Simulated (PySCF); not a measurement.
## Selenium: a sound run and one with changed settings

Sound run: Se⁺ [Ar] 3d10 4s2 4p3, Se²⁺ [Ar] 3d10 4s2 4p2. Calculation: PySCF 2.14, in 6-31G* (5s4p3d, 32 functions); the non-relativistic Hamiltonian (point nucleus). In the sound run the correlated levels freeze [Ar] 3d10. The sound run starts from symmetry-adapted Hartree-Fock orbitals and uses a fine grid where one is needed.

A second run was set up differently.

| species | method | sound run (hartree) | changed run (hartree) | converged |
| --- | --- | --- | --- | --- |
| Se⁺ | UHF | -2399.21035 | -2373.29984 | yes |
| Se⁺ | LDA | -2397.39779 | -2370.86327 | yes |
| Se⁺ | PBE0 | -2400.55419 | -2374.30233 | yes |
| Se⁺ | MP2 | -2399.26649 | -2373.29984 | yes |
| Se²⁺ | UHF | -2398.44268 | -2372.53530 | yes |
| Se²⁺ | LDA | -2396.60497 | -2370.07955 | yes |
| Se²⁺ | PBE0 | -2399.76412 | -2373.51634 | yes |
| Se²⁺ | MP2 | -2398.48662 | -2372.54313 | yes |
| Se²⁺ | CCSD(T) | -2398.50440 | -2372.54903 | yes |

Ionisation energy of Se⁺:

```csv
method,sound run (eV),changed run (eV)
UHF,20.889,20.804
LDA,21.574,21.326
PBE0,21.499,21.388
MP2,21.221,20.591
SCS-MP2,21.103,20.548
```

Problem. What was changed?
A. basis contracted for another Hamiltonian
B. radial grid too coarse
C. too few SCF iterations
D. minimal basis

Solution. D. It used basis STO-3G. A minimal basis cannot let orbitals breathe on ionisation and holds almost no correlation.
